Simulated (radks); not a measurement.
All-electron atom: Ge22+ in [Ne] (the NIST ground configuration).

All-electron calculation, Dirac Kohn-Sham, PBE, spin-unpolarised, spherical densities, point nucleus. Program: a radial shooting solver on a logarithmic mesh with Libxc functionals.

Energy parts (eV):
| part | energy |
|---|---|
| total | -49092.295 |
| kinetic | 50265.414 |
| electron-nucleus | -106228.410 |
| Hartree | 8272.696 |
| exchange-correlation | -1401.996 |

Orbitals (lengths in bohr, moments of r in powers of bohr; <r^-3> diverges for s and p1/2; r(max) is where P^2 peaks):
orbital  occ.  eigenvalue (eV)   r(max)       <r^4>  <r^-3>     <r^2>
1s1/2       2        -11933.95  0.03072  0.00002266       -  0.002968
2s1/2       2        -2292.549   0.1746    0.004222       -   0.04983
2p1/2       2        -2151.712   0.1376    0.002897       -   0.03834
2p3/2       4        -2118.501   0.1405    0.003078   996.5   0.03969
3s1/2       0        -901.3484   0.4782      0.1223       -    0.2899
3p1/2       0        -856.4786   0.4582      0.1133       -    0.2741
3p3/2       0        -848.4610   0.4633      0.1176   242.1    0.2795

The highest occupied level is 2p3/2 at -2118.5 eV. The density falls to 0.001 e/bohr^3 at r = 0.72 bohr. Summed over all electrons, <r^2> = 0.3410 bohr^2, which gives a Langevin (diamagnetic) susceptibility term of -0.27 x 10^-6 cm^3/mol. For comparison, the ionisation energy in NIST's Atomic Spectra Database is 2178.2 eV (measured). In exact Kohn-Sham theory the highest level is minus the ionisation energy, but local and semilocal functionals leave it too shallow, through self-interaction and a potential that decays too fast; potentials with the right tail come closer.
